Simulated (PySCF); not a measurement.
Ag(F) anion (AgF), SMILES [F][Ag] (connectivity only; charge and spin as stated), charge -1, multiplicity 2. The structure is a stationary point at r2SCAN-D4/def2-TZVPD. The multiplicity is an assumed one; other spin states were not compared. The def2 effective core potentials stand for the cores of Ag; spin–orbit coupling is left out.

Calculation: r2SCAN-D4/def2-TZVPD run with PySCF 2.14.0.

Harmonic wavenumbers (cm⁻¹): 358. Rotational constants (GHz): 7.002 (linear); symmetry number 1.

Work out the zero-point energy and the ideal-gas rigid-rotor harmonic-oscillator thermochemistry at 298.15 K and 1 atm.

ZPE = ½ Σ hcν = ½ × 358 cm⁻¹ = 0.51 kcal/mol. H − E(el) = 2.81 kcal/mol. Entropy in cal/(mol K): translation 40.43, rotation 15.48, vibration 1.13, spin 1.38, total 58.41. G − E(el) = -14.61 kcal/mol. Cp = 8.51 cal/(mol K).
